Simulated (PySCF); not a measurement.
# H₄SeO at several levels of theory

All levels use the PBE0 minimum (singlet; Se–H 1.516 Å (×2), Se–H 1.548 Å (×2), Se–O 1.634 Å; H–Se–H 89.1° (×4), H–Se–H 95.9°, H–Se–H 177.5°, H–Se–O 91.3° (×2), H–Se–O 132.0° (×2)), basis [Se def2-TZVP, O def2-TZVP, H def2-TZVP], no relativity, density fitting, no spin–orbit coupling, PySCF. For vertical energies the ionised species is a doublet (spins chosen at PBE0 and kept) and the electron-attached one a doublet. Atomisation goes to high-spin ground-configuration atoms, without zero-point energy. Open shells are unrestricted, also as the reference of the correlated levels. A dash marks a value that was not computed or is not defined at that level.

```csv
level,atomisation (kJ/mol),vertical IP (eV),vertical EA (eV),−ε(HOMO) (eV),gap (eV),dipole (D)
PBE0,?,?,?,?,?,?
HF,474,9.28,-1.40,10.32,12.13,4.79
MP2,1028,10.20,-0.76,–,–,–
PBE,?,?,–,?,?,?
```

Task: Fill in the row of PBE.

Result: atomisation (kJ/mol) 1151, vertical IP (eV) 9.94, −ε(HOMO) (eV) 5.94, gap (eV) 3.60, dipole (D) 3.87.

Task: Fill in the row of PBE0.

Result: atomisation (kJ/mol) 1080, vertical IP (eV) 9.95, vertical EA (eV) -0.47, −ε(HOMO) (eV) 7.59, gap (eV) 6.17, dipole (D) 4.18.

Without diffuse functions attachment energies tend to come out too low.
